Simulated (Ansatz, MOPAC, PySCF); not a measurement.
System: AsH (charge 0, triplet). SMILES: [AsH]
Structure (B3LYP-D3(BJ)/def2-TZVP (Ansatz, an electronic-structure program) minimum search):
```xyz
2

As     0.0000     0.0000    -0.0452
H      0.0000     0.0000     1.4904
```
Charge 0, spin multiplicity 3.

Wanted: vertical electron affinity to the doublet, in eV. Conventions: no spin-orbit coupling; six Cartesian d functions in 6-31G* and its kin unless marked 5d; non-relativistic; each state is the SCF solution reached for its charge and spin; open shells spin-unrestricted. Ab initio and DFT rows: single points at B3LYP-D3(BJ) geometries (Ansatz). Semi-empirical rows: differences of heats of formation at the shared geometry for vertical values. Anions need diffuse functions, which STO-3G, LANL2DZ, def2-SVP, cc-pVDZ and Pople sets without + lack.

```
species             coefficient  E at B3LYP/6-31G* (Ansatz), Eh  E at M06-2X/def2-TZVPD (PySCF), Eh  heat of formation at PM3 (MOPAC), kcal/mol
------------------  -----------  ------------------------------  ----------------------------------  ------------------------------------------
charge -1, doublet           -1                     -2236.20173                         -2236.45739                                       14.45
charge 0, triplet            +1                     -2236.17794                         -2236.43431                                       52.75
```

 1 Eh = 27.2114 eV and 1 eV = 23.0605 kcal/mol.

Work the quantity out at each level.


- B3LYP/6-31G*: the sum of coefficient times E is 0.02379 Eh, or 0.647 eV. Result: 0.65 eV.
- M06-2X/def2-TZVPD: the sum of coefficient times E is 0.02308 Eh, or 0.628 eV. Result: 0.63 eV.
- PM3: the sum of coefficient times heat of formation is 38.30 kcal/mol, or 1.66 eV.
